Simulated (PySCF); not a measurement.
AlH3, SMILES [AlH3]. Atoms are numbered in the order given.

```xyz
4

Al     0.0000     0.0000     0.0000
H      1.5827     0.0000     0.0000
H     -0.7913     1.3707     0.0000
H     -0.7913    -1.3707     0.0000
```
Charge 0, spin multiplicity 1.

The structure is a stationary point at ωB97X-D3(BJ)/def2-TZVPD. The isomer is the one that the SMILES or the coordinates give; other isomers of the formula were not compared.

These are PySCF 2.14.0 with IEF-PCM-PBE0/def2-TZVPD values and carry that method's errors.

The values are the electrostatic part of the solvation free energy, E(continuum) − E(gas) at the gas-phase geometry, in a cavity of scaled van der Waals radii (PySCF's table); cavitation and dispersion terms are not included. A continuum can't describe solvent molecules that bind to the metal. In vacuum the orbital gap is 6.83 eV. The dipole moment in vacuum is 0.00 D.

Estimate the values in water (ε = 78.36), ethanol (ε = 24.85), benzene (ε = 2.27). (An estimate is asked for; the answer gives what the named calculation found.)


```tsv
solvent	ε	ΔG(elec) (kcal/mol)	dipole (D)	gap (eV)
water	78.36	-4.2	0.00	7.29
ethanol	24.85	-4.0	0.00	7.27
benzene	2.27	-1.8	0.00	7.03
```
